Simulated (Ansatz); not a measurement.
Ansatz results at the PBE0-D4/def2-TZVP geometry: size of the dipole moment (B3LYP/def2-TZVPP) 0.64 D; HOMO energy (B3LYP/def2-TZVPP) -8.41 eV; HOMO–LUMO gap (PBE/def2-TZVPP) 5.29 eV.

Which molecule gave them?
A. `C[CH]([AlH2])CCl`
B. `CNB(S)C=O`
C. `N[Si](O)(O)C=O`
D. `F[B](F)[SnH3]`

D. The others give `CNB(S)C=O`: 3.98, -6.93, 2.79; `C[CH]([AlH2])CCl`: 1.79, -7.40, 3.91; `N[Si](O)(O)C=O`: 2.37, -6.65, 2.77.

B3LYP here is the variant with VWN-RPA as its local correlation; programs differ in this.
